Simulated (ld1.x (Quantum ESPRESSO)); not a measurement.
# vanadium (V): one change to a TM potential, before and after

* Element: V
* Generator: ld1.x (Quantum ESPRESSO) 7.5
* Type: norm-conserving Troullier–Martins (Kleinman–Bylander form)
* Functional: PBE
* Relativity: scalar-relativistic
* Frozen core: [Ne] 3s2
* Valence charge: 11
* Reference configuration: 3p6 3d3 4s2 4p0
* Partial waves: 4s (bound): rc 2.40 bohr; 3p (bound): rc 1.20 bohr; 3d (bound): rc 1.85 bohr
* Local potential: the d channel
* Core correction: Bessel-smoothed model core inside 0.80 bohr

Change: wave 4s (bound): rc 2.40 bohr becomes 4s (bound): rc 1.52 bohr.

Cutoffs: the cutoffs (Ry, on a coarse ladder) from which the occupation-weighted sum of valence levels, in a spherical-Bessel basis at the reference potential, stays within 10 and 1 mRy of its value at 400 Ry; they do not see the model core or the augmentation charge, which bear on the density cutoff. Errors are all-electron minus pseudo energies relative to the spin-unpolarised reference configuration.

Problem. What does the change do?

Solution. The potential gets harder (70 Ry and 100 Ry → 100 Ry and 140 Ry); both files keep a bound ghost (s); of the 7 tests that both files solve, the error grows in 3 and shrinks in 2 by more than 15 % and 0.3 meV (median size 61.2 → 33.9 meV). A smaller radius makes the pseudo-wave follow the all-electron one further in, where it bends more sharply, so more plane waves are needed.

```csv
quantity,base,changed
"cutoff, loose",70 Ry,100 Ry
"cutoff, tight",100 Ry,140 Ry
loose cutoff by channel (10 mRy a level),"s 6 Ry, p 40 Ry, d 55 Ry","s 90 Ry, p 40 Ry, d 55 Ry"
bound ghosts,s,s
"error for 3p6 3d3 4s1 4p0, meV [ΔE 7.73 eV]",-3.3,-4.2
"error for 3p6 3d3 4s0 4p0, meV [ΔE 22.03 eV]",-27,-27
"error for 3p6 3d2 4s0 4p0, meV [ΔE 50.93 eV]",+61,-104
"error for 3p6 3d1 4s0 4p0, meV [ΔE 96.80 eV]",+348,-64
"error for 3p6 3d4 4s0 4p0, meV [ΔE 7.20 eV]",-112,-34
"error for 3p6 3d3 4s0 4p2, meV [ΔE 6.85 eV]",-287,-289
"error for 3p6 3d2 4s2 4p0, meV [ΔE 10.97 eV]",-8.1,-24
```

 A true bound ghost makes a file unfit for plane-wave use even where its test errors are small: the radial tests pick states by their node count and pass the ghost by.
